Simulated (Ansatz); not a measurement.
Basis sets compared for GeHMe2(NHEt) (C4H13GeN). Total charge 0; singlet. Geometry r2SCAN-D4/def2-SVP. Ansatz on 4 threads of Intel Xeon on a shared host; times are rough, and most runs start from earlier orbitals.

```xyz
19

Ge    0.606   -0.808   -0.675
H    -0.141   -2.158   -0.652
C     0.296    0.064   -2.405
H     0.822    1.030   -2.451
H    -0.778    0.247   -2.563
H     0.660   -0.569   -3.230
C     2.515   -1.026   -0.350
H     2.971   -1.665   -1.122
H     2.687   -1.488    0.633
H     3.024   -0.049   -0.372
N    -0.058    0.151    0.755
C    -1.470    0.496    0.815
C    -1.888    0.901    2.222
H     0.531    0.938    1.027
H    -1.761    1.304    0.105
H    -2.050   -0.393    0.506
H    -1.668    0.091    2.936
H    -2.963    1.137    2.271
H    -1.335    1.797    2.551
```

Binding counts from free atoms (Ge triplet, H doublet, C triplet, N quartet) in the same basis, without a counterpoise term.

```csv
level,functions,energy (Eh),HOMO (eV),LUMO (eV),binding per atom (eV),wall time
PBE-D4/def2-SVP,167,-2290.9939,-4.76,0.69,3.87,1.7 s
PBE0-D4/def2-SVP,167,-2291.0935,-6.18,1.55,3.83,2.9 s
```

Estimate the rows for PBE-D4/def2-TZVP, PBE0-D4/def2-TZVP.


```tsv
level	functions	energy (Eh)	HOMO (eV)	LUMO (eV)	binding per atom (eV)	wall time
PBE-D4/def2-TZVP	281	-2291.4977	-4.97	0.16	3.85	3.9 s
PBE0-D4/def2-TZVP	281	-2291.5894	-6.32	0.95	3.80	7.5 s
```
